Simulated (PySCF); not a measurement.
Al(F)(OMe)(SH) (CH4AlFOS), SMILES [Al]([O]C)([F])[SH].

Geometry optimised at PBE-D3(BJ)/def2-SVP. The structure was generated by enumeration; whether it is a known compound was not checked. The values are those of a single conformer.

These are IEF-PCM-B3LYP/def2-SVP (PySCF 2.14.0) values and carry that method's errors.

The values are the electrostatic part of the solvation free energy, E(continuum) − E(gas) at the gas-phase geometry, in a cavity of scaled van der Waals radii (PySCF's table); cavitation and dispersion terms are not included. A continuum can't describe solvent molecules that bind to the metal. In vacuum the orbital gap is 6.56 eV. The dipole moment in vacuum is 0.94 D.

```csv
solvent,ε,ΔG(elec) (kcal/mol),dipole (D),gap (eV)
water,78.36,-6.7,1.23,6.75
2-propanol,19.26,-6.3,1.21,6.73
benzene,2.27,-3.0,1.05,6.63
```
